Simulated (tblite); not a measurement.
C6H6BF3.
Numbering: `[CH2:1]=[CH:2]/[CH:3]=[C:4](/[CH:5]=[CH:6]/[F:7])[B:8]([F:9])[F:10]` (hydrogens: H11, H12 on C1; H13 on C2; H14 on C3; H15 on C5; H16 on C6)

Computed with GFN2-xTB (tblite), gas phase: L-BFGS steps from a force-field or distance-geometry start until the largest atomic force falls under 0.01 eV/Å.

Geometry at step 34:
```
atom  x, y, z in Å
C1      3.1909    0.0628    0.0733
C2      1.9335    0.3380   -0.2730
C3      0.7904   -0.2314    0.3794
C4     -0.4998   -0.0008    0.0215
C5     -1.5403   -0.7198    0.7323
C6     -2.8453   -0.5820    0.5272
F7     -3.7280   -1.2967    1.2358
B8     -0.8666    0.9769   -1.1549
F9     -1.7499    0.6540   -2.0795
F10    -0.3203    2.1635   -1.3487
H11     3.4090   -0.6313    0.8654
H12     4.0354    0.5047   -0.4257
H13     1.7401    1.0298   -1.0777
H14     0.9957   -0.9089    1.1991
H15    -1.2214   -1.4131    1.4981
H16    -3.3310    0.0633   -0.1841
```

Problem. Give the atomic forces at this geometry.

Solution. 
```json
{"atom": "C1", "Fx (eV/Å)": "-0.017", "Fy (eV/Å)": "-0.051", "Fz (eV/Å)": "0.007"}
{"atom": "C2", "Fx (eV/Å)": "0.076", "Fy (eV/Å)": "0.112", "Fz (eV/Å)": "0.005"}
{"atom": "C3", "Fx (eV/Å)": "-0.011", "Fy (eV/Å)": "0.038", "Fz (eV/Å)": "-0.009"}
{"atom": "C4", "Fx (eV/Å)": "0.033", "Fy (eV/Å)": "0.123", "Fz (eV/Å)": "-0.044"}
{"atom": "C5", "Fx (eV/Å)": "0.022", "Fy (eV/Å)": "0.031", "Fz (eV/Å)": "0.008"}
{"atom": "C6", "Fx (eV/Å)": "-0.010", "Fy (eV/Å)": "0.010", "Fz (eV/Å)": "-0.033"}
{"atom": "F7", "Fx (eV/Å)": "-0.064", "Fy (eV/Å)": "-0.051", "Fz (eV/Å)": "0.067"}
{"atom": "B8", "Fx (eV/Å)": "0.054", "Fy (eV/Å)": "-0.158", "Fz (eV/Å)": "0.048"}
{"atom": "F9", "Fx (eV/Å)": "-0.111", "Fy (eV/Å)": "0.058", "Fz (eV/Å)": "-0.018"}
{"atom": "F10", "Fx (eV/Å)": "-0.051", "Fy (eV/Å)": "-0.089", "Fz (eV/Å)": "0.044"}
{"atom": "H11", "Fx (eV/Å)": "0.050", "Fy (eV/Å)": "-0.044", "Fz (eV/Å)": "0.081"}
{"atom": "H12", "Fx (eV/Å)": "-0.028", "Fy (eV/Å)": "0.004", "Fz (eV/Å)": "-0.008"}
{"atom": "H13", "Fx (eV/Å)": "0.009", "Fy (eV/Å)": "0.022", "Fz (eV/Å)": "-0.050"}
{"atom": "H14", "Fx (eV/Å)": "0.019", "Fy (eV/Å)": "-0.048", "Fz (eV/Å)": "-0.019"}
{"atom": "H15", "Fx (eV/Å)": "0.038", "Fy (eV/Å)": "-0.025", "Fz (eV/Å)": "0.006"}
{"atom": "H16", "Fx (eV/Å)": "-0.008", "Fy (eV/Å)": "0.068", "Fz (eV/Å)": "-0.087"}
```

The largest, 0.17 eV/Å, acts on B8; the rms over all components is 0.055 eV/Å. The forces sum to zero within rounding, as they must for an isolated molecule in no field.

Problem. Give the force on B8 in Eh/bohr and in nN.

Solution. 0.174 eV/Å ÷ 51.422 = 0.00338 Eh/bohr, and 0.174 eV/Å × 1.602 = 0.28 nN.

Problem. How far is this geometry from the end of the optimisation?

Solution. 0.034 eV above it, and 0.224 Å rms away after alignment. The bonds farthest from their final lengths, with half the difference of the two atoms' forces along the bond (positive lengthens):

```json
{"bond": "C4–B8", "now (Å)": "1.573", "final (Å)": "1.559", "force along bond (eV/Å)": "-0.12"}
{"bond": "C4–C5", "now (Å)": "1.451", "final (Å)": "1.456", "force along bond (eV/Å)": "+0.04"}
{"bond": "C3=C4", "now (Å)": "1.359", "final (Å)": "1.364", "force along bond (eV/Å)": "-0.01"}
{"bond": "B8–F9", "now (Å)": "1.319", "final (Å)": "1.323", "force along bond (eV/Å)": "+0.05"}
{"bond": "C6–F7", "now (Å)": "1.339", "final (Å)": "1.343", "force along bond (eV/Å)": "+0.06"}
{"bond": "C1–H11", "now (Å)": "1.076", "final (Å)": "1.078", "force along bond (eV/Å)": "+0.03"}
```

The angle farthest from its final value is C2–C3–C4, 124.7° against 127.6°.

Run on one thread of an Arm Neoverse V1, on a shared host.
